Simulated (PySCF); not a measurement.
# C₅H₆OS: calculation and literature

Atoms are numbered as in `[CH3:1][S:2][c:3]1[cH:4][cH:5][o:6][cH:7]1`. Each H is labelled by its parent atom.

Published estimates (parent shift plus substituent increments) and measurements: δ ¹H H(C5) 7.23; H(C7) 7.20; H(C4) 6.25 ppm (estimated from measurements, as parent shift plus tabulated substituent increment; solution, not stated per compound (mostly CDCl3 or CCl4); Pretsch, Buehlmann, Badertscher, Structure Determination of Organic Compounds, 4th ed. (2009)).

Computational details: shieldings: GIAO PBE0/pcSseg-1, coordinates at the PBE0-D3(BJ)/def2-SVP level, in PySCF 2.14.0 with density-fitted response routines (single conformer, rapidly exchanging positions averaged, in vacuum, no relativistic terms).

(1) How close does the calculation come?

(2) How far are the unscaled ¹H shifts from the references?

Results:

(1) 
Reference values: estimated from measurements, as parent shift plus tabulated substituent increment (solution, not stated per compound (mostly CDCl3 or CCl4); Pretsch, Buehlmann, Badertscher, Structure Determination of Organic Compounds, 4th ed. (2009)).
```
atoms  quantity  reference  computed  computed, scaled
H(C5)      δ ¹H       7.23      7.35              7.18
H(C7)      δ ¹H       7.20      6.76              6.63
H(C4)      δ ¹H       6.25      6.40              6.29
```

Computed shifts are σ(ref) − σ with the named reference compound (TMS for H and C) calculated as an isolated molecule at the same level. The measured values may be among those fitted. Empirical linear scaling, fitted to shifts measured mostly in CDCl3 for H and C (δ vs TMS): ¹H (scatter 0.21 ppm rms). Occasional misses reach two or three times the rms, and more in compound classes unlike the fitted ones.

(2) Mean signed difference -0.06 ppm, mean absolute 0.24 ppm over 3 comparisons; the largest is -0.44 ppm at H(C7) (hydrogen on an aromatic CH next to the ring oxygen).
